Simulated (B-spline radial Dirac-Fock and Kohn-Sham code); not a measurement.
Characteristic X-ray lines: Ga⁷⁺

System: gallium as Ga⁷⁺, configuration [Ar] 3d6.

These are calculated numbers from a B-spline atomic structure program; the model is multi-electron Dirac-Fock with separately optimised hole states, Breit and Lamb-shift corrections added in first order. A line energy is the difference of two single-hole energies; the list is a selection of electric-dipole transitions between resolved j subshells. Electron correlation is not included.

```
 line  energy (eV)  wavelength (Å)
 K-M3      10281.7          1.2059
 K-M2      10277.7          1.2063
 K-L3       9248.8          1.3405
 K-L2       9221.7          1.3445
L1-M3       1221.7          10.149
L1-M2       1217.6          10.183
L2-M1       1000.6          12.391
L3-M1        973.5          12.736
```
